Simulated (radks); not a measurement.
Q: These are the eigenvalues of the occupied orbitals of an atom or ion with whole-number occupations (hartree). Calculated with a radial shooting solver on a logarithmic mesh with Libxc functionals: scalar-relativistic Kohn-Sham, r2SCAN, spin-polarised, spherical densities, finite nucleus; meta-GGA in the generalised Kohn-Sham scheme; Fermi nuclear charge, rms radius of each element as measured or else 0.836 A^(1/3) + 0.57 fm.

| orbital | eigenvalue |
|---|---|
| 1s up | -16.76871 |

Which element is it, and in what charge state? The configuration may be excited. Open shells, if any, are filled with parallel spins first.

A: Z = 6, carbon, charge +5: C5+ in 1s1. The 1s level, -16.769 hartree, gives Z - s = 5.8 by -(Z - s)^2/2, which with screening and relativity narrows Z to a few neighbours, and with so few levels the electron count can be read from the list.
